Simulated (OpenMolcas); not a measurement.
Mn5+, Tc5+, Re5+: d² down the group

```json
{"Program": "OpenMolcas", "Method": "SS-CASPT2, IPEA 0.25 Eh, imaginary shift 0.1 Eh", "Basis": "ANO-R2", "Scalar Hamiltonian": "X2C, finite nucleus", "Spin-orbit coupling": "RASSI with atomic mean-field integrals over the reference wave functions, term energies averaged over their components"}
```

Active space for each ion: 2 electrons in 10 orbitals (d d); closed shells correlated by CASPT2: Mn5+ 3s 3p; Tc5+ 4s 4p; Re5+ 5s 5p.

Computed levels in cm-1 above ³F₂:

```
                               Level   Mn5+   Tc5+   Re5+
                                 ³F₃    746   2090   8460
                                 ³F₄   1685   4400  15130
                                 ¹D₂  15310  11530  16790
                                 ³P₀  18500  12940  14910
                                 ³P₁  18760  13800  19800
                                 ³P₂  19340  15830  28300
                                 ¹G₄  26320  19090  27420
                                 ¹S₀  60720  43370  51340
weight of ³F in the lowest level (%)    100     98     88
```

Mixed levels, with the weight of the term that names them: Re5+ ¹D₂ (53 %), Re5+ ³P₂ (63 %).

Measured, with the error of the calculation in %. Measured levels: Mn5+ from Corliss and Sugar, J. Phys. Chem. Ref. Data 6, 1253 (1977).

| Level | Mn5+ |
| --- | --- |
| ³F₃ | 746 (0) |
| ³F₄ | 1669 (+1.0) |
| ¹D₂ | 15336 (-0.2) |
| ³P₀ | 17782 (+4.0) |
| ³P₁ | 18057 (+3.9) |
| ³P₂ | 18628 (+3.8) |
| ¹G₄ | 25511 (+3.2) |

The fine-structure level ³F₄ changes by a factor of 8.98 from Mn5+ to Re5+.

Without spin-orbit coupling ¹D lies 14410, 9390, 8400 cm-1 above ³F in that order; the difference to the level ¹D₂, of either sign, comes from spin-orbit coupling, which also lowers the zero.

Term energies are means over components that CASPT2 splits; among the terms shown or strongly mixed into the levels shown the widest spread is 810 cm-1 (4d² ¹G, Tc5+). Active for correlation alone: 4d; no level in the range computed is led by a configuration that fills it, so any true level of that kind is missing (holds for Mn5+). Active for correlation alone: 5d; no level in the range computed is led by a configuration that fills it, so any true level of that kind is missing (holds for Tc5+). Active for correlation alone: 6d; no level in the range computed is led by a configuration that fills it, so any true level of that kind is missing (holds for Re5+). Measured partners are found by configuration, term and J. A level has none where our copy of the source lacks it or the pairing is in doubt (some pairs that miss far off the trend of their configuration count as doubtful), and it then counts in no deviation. Only configurations of the active space appear.
